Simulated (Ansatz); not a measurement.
The first iterations of a band of Cl3FH3OSTa (10 atoms, charge 0, multiplicity 1).

Computed with RKS PBE/def2-SVP in Ansatz 0.2.0.

| Quantity | Value |
| --- | --- |
| movable images | 7 |
| climbing image | yes |
| spring | 5.0 eV/Å² |
| optimiser | quadratic models (default) |
| start path | through a guess of the saddle point |
| force threshold | 0.05 eV/Å |
| iteration limit | 60 |
| end points | relaxed |

Initial state:

```xyz
10
Properties=species:S:1:pos:R:3
Ta -0.062 -0.072 0.329
F 1.691 -0.801 0.501
Cl -0.199 -0.186 2.699
Cl 0.554 0.602 -1.851
Cl -1.822 1.506 0.328
O -1.041 -1.598 -0.082
H -1.854 -2.119 -0.173
S 1.418 2.307 0.885
H 1.320 2.265 2.246
H 2.651 1.721 0.907
```

Final state:

```xyz
10
Properties=species:S:1:pos:R:3
Ta -0.388 0.475 0.380
F 1.655 -0.671 0.526
Cl -0.485 0.261 2.726
Cl 0.306 0.986 -1.808
Cl -2.362 1.633 0.228
O -0.852 -1.312 0.023
H -0.343 -2.144 -0.016
S 1.555 2.070 0.843
H 1.516 2.058 2.208
H 2.053 0.269 0.679
```

| iteration | highest image above the first end (eV) | largest band force component (eV/Å) |
| --- | --- | --- |
| 1 | 15.700 | 88.766 |
| 2 | 3.000 | 12.995 |
| 3 | 1.664 | 9.239 |
| 4 | 1.243 | 3.731 |
| 5 | 1.077 | 1.804 |
| 6 | 0.818 | 1.408 |
| 7 | 0.795 | 1.265 |

**Question.** Does the band converge within its limit, and where does its top end?

**Answer.** The run converged. It ended after 21 iterations with the highest image 0.708 eV above the first end. A vibrational analysis at the climbing image gives one clearly imaginary mode, 271i cm⁻¹: a first-order saddle point. The orbitals stay closed-shell, which can raise the energy where a bond breaks towards radicals; this wasn't checked here.

The run took 6.9 min on 4 threads of Arm Neoverse V1, with other jobs on the host, peak memory 0.25 GiB.
